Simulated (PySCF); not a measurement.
Isomers of C5H7NO, one GFN2-xTB conformer each. Single-point energies are computed at PBE0/pcSseg-1 (PySCF, gas phase, no added dispersion term), electronic only.

**Question.** Rank them by PBE0/pcSseg-1 energy, lowest first (kJ/mol).
A. `C[C@@H]1CO[C@@H]1C#N`
B. `[O:1]=[CH:2][C@@H:3]1[CH2:4][CH:5]=[N:6][CH2:7]1` with O1–C2–C3–C4 2°

**Answer.** B (0.0), A (82.7).

As drawn, the lower has a C=O bond and a C=N bond, which the higher lacks; the higher has a four-membered ring and a C≡N group, which the lower lacks. GFN2-xTB itself gives, in the same order: 0.0, 79.9. Both levels put the same isomer lowest.

**Question.** Which frontier levels, dipoles and rotational constants go with these structures?

**Answer.** 
```
              SMILES  HOMO (eV, PBE0/pcSseg-1)  LUMO (eV)  dipole (D)     A, B, C (MHz)
    O=C[C@@H]1CC=NC1                     -7.48      -0.81        2.45  5448, 2198, 1867
C[C@@H]1CO[C@@H]1C#N                     -8.09      -0.10        4.45  4085, 2567, 1817
```
